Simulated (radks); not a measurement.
Results of a calculation; reference values are marked as such.
Spherical quantum dot in the effective-mass picture: electrons in a parabolic well V = omega^2 r^2 / 2 with omega = 4.91, all in effective atomic units (hartree* = m*/eps^2 hartree, bohr* = eps/m* bohr), one dielectric constant everywhere. Level of theory: non-relativistic Kohn-Sham, PBEsol, spin-polarised, spherical densities (a radial shooting solver with Libxc functionals). Levels are named by radial order and angular momentum (1s, 1p, 1d, 2s, ...), and open shells are averaged over m.

N = 5, configuration 1s2 1p(up 3, down 0). This is the lowest configuration that the search found. Occupied and some empty levels:

level,occupation,eigenvalue (hartree*),<r> (bohr*)
1s up,1,13.440,0.5532
1s down,1,13.791,0.5486
1p up,3,17.627,0.7191
1p down,0,18.038,0.7202
1d up,0,22.022,0.8495
2s up,0,22.363,0.7857
1d down,0,22.414,0.8542
2s down,0,22.620,0.7909
1f up,0,26.550,0.9616
1f down,0,26.891,0.9676

Energy (hartree*): total 64.3879, kinetic 22.843, external 29.131, Hartree 17.186, exchange-correlation -4.7723.

Electron density:

r (bohr*),n(r) (e/bohr*^3)
0.0628,2.963
0.133,2.975
0.203,2.975
0.272,2.933
0.342,2.825
0.412,2.635
0.482,2.364
0.552,2.030
0.622,1.662
0.692,1.293
0.761,0.9554
0.831,0.6687
0.901,0.4432
0.971,0.2782
1.04,0.1656
1.11,0.09327
1.18,0.04983
1.25,0.02526
1.32,0.01215
1.39,0.005603
